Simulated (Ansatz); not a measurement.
Geometry optimisation, Ansatz 0.2.0, RKS PBE/def2-SVP.

Input:

```yaml
crystal:
  periodic: [false, false, false]
  atoms:
    - { symbol: Se, position_ang: [-1.3644, 1.3383, -0.9789] }
    - { symbol: Si, position_ang: [0.3497, 0.2217, -0.1329] }
    - { symbol: B, position_ang: [2.05108, 0.58463, -1.11215] }
    - { symbol: S, position_ang: [1.74246, 1.38004, 0.66281] }
    - { symbol: H, position_ang: [-0.8221, 1.2493, -2.4217] }
    - { symbol: H, position_ang: [0.17939, -1.0789, 0.5528] }
    - { symbol: H, position_ang: [2.84423, -0.08965, -1.73378] }
basis:
  gaussian: { orbitals: def2-SVP }
hamiltonian:
  xc: pbe
relax:
  f_tol: 0.015
  max_steps: 40
output:
  orbitals: {}
```

Command:

```bash
$ ansatz run input.yaml --threads 2 --pin off --max-ram 3072MiB --backend cpu --events-out ev --progress --plain --runs-dir out
```

Where does it end, and by what steps?

It converged. The force dipped under the threshold on the way, but the program's further checks kept it going. After 10 steps the energy has fallen by 1.493 eV; Se1 moved furthest, 0.39 Å.

```csv
step,energy less start (eV),largest force component (eV/Å),accepted
0,0.0000,4.137,yes
1,-1.1545,1.345,yes
2,-1.4308,0.687,yes
3,-1.4681,0.326,yes
4,-1.4889,0.072,yes
5,-1.4841,0.161,no
6,-1.4926,0.043,yes
7,-1.4923,0.068,no
8,-1.4930,0.010,yes
9,-1.4929,0.063,no
10,-1.4931,0.005,yes
```

```xyz
7
Properties=species:S:1:pos:R:3
Se -1.577 1.026 -1.092
Si 0.345 0.070 -0.298
B 2.157 0.334 -0.952
S 1.985 1.397 0.464
H -0.902 1.554 -2.305
H -0.081 -0.909 0.754
H 3.053 0.134 -1.735
```

Time of the run: 20 s on 2 threads of Intel(R) Xeon(R) Platinum 8259CL CPU @ 2.50GHz (Skylake/Cascade Lake), with other jobs on the host, peak memory 0.17 GiB.
